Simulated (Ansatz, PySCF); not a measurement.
Gas-phase reaction (SMILES): [F][GeH2][F] [difluorogermane] + F (HF) → [F][GeH]([F])[F] [trifluorogermane] + [H][H] (H2); hydrogen fluoride cleaves one Ge-H bond, a model of a ligand-exchange step.

Each molecule is optimised on its own at B3LYP-D3(BJ)/def2-TZVP (Ansatz, a quantum-chemistry and plane-wave program). Cores are frozen in the correlated levels unless marked. No spin-orbit coupling. The frozen core is the preceding noble-gas configuration, with the filled d and f shells of earlier blocks. No relativistic terms. CBS marks a two-point X^-3 extrapolation of the correlation energy; Hartree-Fock from the larger set (for Q and 5 zeta extrapolated as (X+1)exp(-9√X)). Thermal terms are rigid-rotor harmonic-oscillator values from B3LYP-D3(BJ) frequencies (Ansatz or PySCF) at 298.15 K and 1 atm. 1 Eh = 627.5095 kcal/mol.

```json
[
 {"species": "[F][GeH2][F]", "E, CCSD(T)/CBS(cc-pVQZ,cc-pV5Z) (Ansatz) (Eh)": "-2276.38768", "E, PBE0-D4/def2-TZVPD (Ansatz + dftd4) (Eh)": "-2277.60078", "H - E (Eh)": "0.02529"},
 {"species": "F (HF)", "E, CCSD(T)/CBS(cc-pVQZ,cc-pV5Z) (Ansatz) (Eh)": "-100.39528", "E, PBE0-D4/def2-TZVPD (Ansatz + dftd4) (Eh)": "-100.39487", "H - E (Eh)": "0.01259"},
 {"species": "[F][GeH]([F])[F]", "E, CCSD(T)/CBS(cc-pVQZ,cc-pV5Z) (Ansatz) (Eh)": "-2375.63177", "E, PBE0-D4/def2-TZVPD (Ansatz + dftd4) (Eh)": "-2376.84357", "H - E (Eh)": "0.02081"},
 {"species": "[H][H] (H2)", "E, CCSD(T)/CBS(cc-pVQZ,cc-pV5Z) (Ansatz) (Eh)": "-1.17453", "E, PBE0-D4/def2-TZVPD (Ansatz + dftd4) (Eh)": "-1.16831", "H - E (Eh)": "0.01336"}
]
```

### Question
Work out ΔE and ΔH at 298.15 K at the first level, then ΔH at the second.

### Answer

1. ΔE = [(-2375.63177) + (-1.17453)] - [(-2276.38768) + (-100.39528)] = -0.02334 Eh = -14.6 kcal/mol at CCSD(T)/CBS(cc-pVQZ,cc-pV5Z).
2. The terms H - E add up to -0.00371 Eh, so ΔH = (-0.02334 + (-0.00371))×627.5095 = -17.0 kcal/mol.
3. At PBE0-D4/def2-TZVPD the same steps give ΔE = -10.2 and ΔH = -12.5 kcal/mol, a shift of +4.5 from the first level.
4. These values are not checked against measurement here, since the tables used lack a sound gas-phase enthalpy of formation for at least one species.
